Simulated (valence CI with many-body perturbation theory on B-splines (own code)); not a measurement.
Results of a calculation; reference values are marked as such.
# Sensitivity of CI+MBPT for Pm20+

Method: configuration interaction combined with many-body perturbation theory (CI+MBPT): five valence electrons over a frozen Dirac-Fock core [Kr], radial functions for each j: 6 s, 6 p, 5 d, 5 f, 1 g, with the one-electron correlation potential Σ1, the two-electron term Σ2, the three-electron term Σ3, Breit, model QED; selected CI, second order for the rest, scaled by the run's own slope (own B-spline code, finite nucleus).

No measured spectrum was set against this ion. As an estimate, terms of the open shell hold to 2 to 4 % of their energy, and close levels can change places. Among the levels kept, up to 380 cm⁻¹ of a level comes from second order outside the variational space, and about a tenth of that is noise between levels of different J, which matters for small intervals. Only levels of the ground parity were solved; by the run's estimate the other parity begins above the list, which can be wrong where configurations are misplaced.

The reference run has the lowest level (4d3/2^4 4d5/2) J=5/2 [a] and an ionisation energy of 609.602 eV. Its largest variational space holds 9990 state functions.

Levels are named by their leading jj configuration (3d3/2^4 stands for four electrons in 3d with j = 3/2), which in mixed levels can hold well under half, so a name can repeat and another be missing. Letters in brackets count levels of one name in rising energy.

Changed runs:
A. scale of Σ1 1 → 0; scale of Σ2 1 → 0; three-electron term on → off
B. highest l with Σ1, explicit Σ2 and valence Breit (higher l get mean screening factors) 3 → 0; natural orbitals for correlation on → off
C. hole-hole ladder in Σ2 on → off
D. box radius (bohr) 7.1109 → 0.88 (bad on purpose)

Excitation energies of the reference run in cm⁻¹, and shifts in cm⁻¹:

| Level | Reference | A | B | C |
| --- | --- | --- | --- | --- |
| (4d3/2^4 4d5/2) J=5/2 [b] | 36794 | +4314 | +3034 | +823 |
| (4d3/2^3 4d5/2^2) J=7/2 [a] | 58031 | +5286 | +4195 | -192 |
| (4d3/2^3 4d5/2^2) J=3/2 [a] | 60468 | +3844 | +2339 | +1942 |
| (4d3/2^3 4d5/2^2) J=11/2 | 62375 | +6017 | +5342 | -1556 |
| (4d3/2^3 4d5/2^2) J=9/2 | 67368 | +5643 | +4788 | -965 |
| (4d3/2^3 4d5/2^2) J=5/2 [a] | 67644 | +4266 | +3083 | +195 |
| (4d3/2^3 4d5/2^2) J=1/2 | 73154 | +3176 | +1681 | +2460 |
| (4d3/2^3 4d5/2^2) J=7/2 [b] | 83943 | +6075 | +4609 | +493 |
| (4d3/2^3 4d5/2^2) J=5/2 [b] | 88925 | +4018 | +2623 | +1917 |
| (4d3/2^2 4d5/2^3) J=7/2 [a] | 96827 | +6555 | +4535 | +655 |
| (4d3/2^2 4d5/2^3) J=11/2 | 98826 | +7044 | +5989 | -2981 |
| (4d3/2^3 4d5/2^2) J=3/2 [b] | 102343 | +3784 | +2200 | +3240 |
| Ionisation energy (eV) | 609.602 | -4.796 | -4.493 | -0.167 |

Run D: It gave no result. The program said: "need at least one array to concatenate".
